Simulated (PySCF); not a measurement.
Coordinates in bohr (charge 0 multiplicity 3):
```
Ti    0.0000    0.0000   -1.2799
N     1.1353    0.0000    2.1912
N    -1.1353    0.0000    2.1912
```

Computed with PySCF, UPBE0, basis Ti def2-TZVP, N def2-TZVP (no relativity, density fitting).

This geometry of TiN₂ is a stationary point at this level.

(1) What is the point group?

(2) Is it a minimum?

(3) List the harmonic modes with their infrared intensities.

(4) Give the atomic charges and bond orders.

Results:

(1) C2v.

(2) Yes: all harmonic wavenumbers are real.

(3) 
```tsv
symmetry	ω (cm⁻¹)	IR (km/mol)
a1	478	4.3
b2	573	28.5
a1	1705	297
```

(4) 
| atom | Mulliken | Löwdin | polar tensor | spin (Mulliken) | Mayer order to Ti1 |
| --- | --- | --- | --- | --- | --- |
| Ti1 | 0.49 | 0.25 | 0.40 | 2.17 | – |
| N2,3 | -0.25 | -0.12 | -0.20 | -0.08 | 1.01 |
Other Mayer orders above 0.3: N–N 1.77.

Only a few start shapes were tried, so a lower isomer may exist. Open d and f shells are described by one determinant, and the ground state may have another occupation or spin.
